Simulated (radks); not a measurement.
Spherical quantum dot in the effective-mass picture: electrons in a well V = -V0 / (1 + exp((r - R)/a)) with V0 = 6.24, R = 4.72, a = 0.52, with a point charge +1 (a donor) at the centre, all in effective atomic units (hartree* = m*/eps^2 hartree, bohr* = eps/m* bohr), one dielectric constant everywhere. Method: non-relativistic Kohn-Sham, r2SCAN, spin-polarised, spherical densities, generalised Kohn-Sham scheme; computed with a radial shooting solver with Libxc functionals. Levels are named by radial order and angular momentum (1s, 1p, 1d, 2s, ...), and open shells are averaged over m. Results are scaled to m* = 0.028 and eps = 7, for which hartree* = 15.55 meV and bohr* = 13.23 nm. Each electron was tried in the lowest free levels, single moves between levels near the top were tried too, and the lowest total energy was kept; such a search can miss a lower state. The series stops at N = 18: beyond it a trial failed or the search could not be trusted, so later rows were left out. At N = 1 the Hartree and exchange-correlation terms need not cancel, so that row can carry a self-interaction error.

\begin{tabular}{lrrrrrrr}
N & open shells & 2S & E (meV) & mu = E(N) - E(N-1) (meV) & addition energy mu(N+1) - mu(N) (meV) & e(HOMO) (meV) & rms radius (nm) \\ \hline
1 & 1s(up 1, down 0) & 1 & -104.215 & -104.21 & 9.389 & -100.60 & 19.53 \\
2 & none & 0 & -199.041 & -94.826 & 12.79 & -91.974 & 22.95 \\
3 & 1p(up 1, down 0) & 1 & -281.079 & -82.037 & 4.364 & -79.914 & 27.92 \\
4 & 1p(up 2, down 0) & 2 & -358.751 & -77.673 & 4.589 & -75.397 & 30.49 \\
5 & 1p(up 3, down 0) & 3 & -431.835 & -73.084 & 6.460 & -70.767 & 32.21 \\
6 & 1p(up 3, down 1) & 2 & -498.459 & -66.624 & 4.091 & -64.616 & 33.61 \\
7 & 1p(up 3, down 2) & 1 & -560.992 & -62.533 & 4.281 & -60.411 & 34.71 \\
8 & none & 0 & -619.244 & -58.252 & 8.897 & -56.086 & 35.64 \\
9 & 2s(up 1, down 0) & 1 & -668.599 & -49.355 & 4.551 & -47.111 & 36.40 \\
10 & 1d(up 1, down 0) 2s(up 1, down 0) & 2 & -713.403 & -44.804 & 3.951 & -42.783 & 37.31 \\
11 & 1d(up 3, down 0) & 3 & -754.255 & -40.853 & 3.964 & -38.923 & 38.37 \\
12 & 1d(up 4, down 0) & 4 & -791.144 & -36.889 & 4.062 & -34.856 & 39.05 \\
13 & 1d(up 5, down 0) & 5 & -823.971 & -32.827 & 4.726 & -30.800 & 39.66 \\
14 & 1d(up 5, down 0) 2s(up 1, down 0) & 6 & -852.072 & -28.101 & 5.116 & -25.829 & 39.98 \\
15 & 1d(up 5, down 1) 2s(up 1, down 0) & 5 & -875.057 & -22.985 & 3.775 & -21.106 & 40.53 \\
16 & 1d(up 5, down 2) 2s(up 1, down 0) & 4 & -894.268 & -19.210 & 3.785 & -17.306 & 41.04 \\
17 & 1d(up 5, down 4) & 1 & -909.693 & -15.425 & 3.650 & -13.715 & 41.71 \\
18 & none & 0 & -921.468 & -11.775 & - & -9.8365 & 42.14 \\
\end{tabular}

All shells are closed at N = 2, 8, 18 (there: 1s2 1p6 1d10); the second difference of the energy has clear peaks (12 % above both neighbours; the first and last values, which can be the largest, are not judged, and half-filled shells can peak too) at N = 2, 5, 8.
